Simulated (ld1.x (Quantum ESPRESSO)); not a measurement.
promethium, TM: configuration errors across variants

promethium (Pm), norm-conserving Troullier–Martins (Kleinman–Bylander form), made with ld1.x (Quantum ESPRESSO) 7.5 (LDA (PZ), scalar-relativistic). Core [Kr] 4d10 5s2, reference 4f5 5p6 5d0 6s2 6p0. Waves: 6s (bound): rc 2.75 bohr; 5p (bound): rc 1.95 bohr; 5d (bound, empty): rc 3.25 bohr; 4f (bound): rc 1.15 bohr. Local part: the f channel. Core correction: a·sin(br)/r model core, default radius (core density twice the valence density).

All-electron excitation energies from the reference (eV): (1) 4f5 5p6 5d0 6s1 6p0 6.075; (2) 4f5 5p6 5d0 6s0 6p0 17.219; (3) 4f4 5p6 5d0 6s0 6p0 40.726; (4) 4f5 5p6 5d1 6s1 6p0 1.865; (5) 4f3 5p6 5d0 6s0 6p0 82.174; (6) 4f5 5p6 5d0 6s1 6p0 spin 2.013.

Spin tests fill each open shell by Hund’s rule, majority spin first.

The default core radius of the base comes out at 0.99 bohr.

Tests that are not counted but printed errors over 1 eV. “base”: 4f4 5p6 5d0 6s2 6p0 (solver errors, printed error -11.8 eV); 4f5 5p5 5d0 6s2 6p0 (solver errors, printed error -11.6 eV). “wave 5p (bound): rc 1.95 bohr becomes 5p (bound): rc 2.62 bohr”: 4f4 5p6 5d0 6s2 6p0 (solver errors, printed error -11.7 eV); 4f5 5p5 5d0 6s2 6p0 (solver errors, printed error -11.6 eV). “core correction a·sin(br)/r model core inside 0.46 bohr”: 4f4 5p6 5d0 6s2 6p0 (solver errors, printed error -11.8 eV); 4f5 5p6 5d0 6s2 6p0 (spin-polarised) (solver errors, printed error -1190 eV). “wave 4f (bound): rc 1.15 bohr becomes 4f (bound): rc 1.04 bohr”: 4f3 5p6 5d0 6s0 6p0 (solver errors, printed error -682 eV); 4f4 5p6 5d0 6s2 6p0 (solver errors, printed error -11.8 eV); 2 more. “wave 6s (bound): rc 2.75 bohr becomes 6s (bound): rc 2.86 bohr”: 4f4 5p6 5d0 6s2 6p0 (solver errors, printed error -11.8 eV); 4f5 5p5 5d0 6s2 6p0 (solver errors, printed error -8.3 eV).

5 further variants failed, have other tests or another functional or relativity, and are left out.

A true bound ghost makes a file unfit for plane-wave use even where its test errors are small: the radial tests pick states by their node count and pass the ghost by. Where a test does run into it, the solver fails or the error is huge.

Errors AE − PS in meV (a dash: test not solved or not reliable):

| change | (1) | (2) | (3) | (4) | (5) | (6) | bound ghosts |
| --- | --- | --- | --- | --- | --- | --- | --- |
| base | +16 | -12 | -87 | -1.5 | -895 | +1828 | s, p, d |
| wave 5p (bound): rc 1.95 bohr becomes 5p (bound): rc 2.62 bohr | +16 | -13 | +40 | -1.8 | -205 | +1816 | s, p, d |
| core correction a·sin(br)/r model core inside 0.46 bohr | +16 | -13 | -101 | -1.6 | -989 | +286 | s, p, d |
| wave 4f (bound): rc 1.15 bohr becomes 4f (bound): rc 1.04 bohr | – | -12 | -79 | -21 | – | – | s, p, d |
| wave 6s (bound): rc 2.75 bohr becomes 6s (bound): rc 2.86 bohr | +15 | -15 | -51 | -1.7 | -807 | +1816 | s, p, d |
| all radii but the core radius scaled by about 1.25 (s 3.42, p 2.44, d 4.06, f 1.44 bohr) | +0.2 | -19 | +162 | -0.7 | +80 | +1623 | s, p, d |

(1) Give the same row for: wave 5d (bound): rc 3.25 bohr becomes 5d (bound): rc 4.10 bohr.

## Answers

(1) +16, -12, -87, +6.8, -895, +1828; bound ghosts: s, p, d. Not counted: 4f4 5p6 5d0 6s2 6p0 (solver errors, printed error -11.8 eV); 4f5 5p5 5d0 6s2 6p0 (solver errors, printed error -11.6 eV).
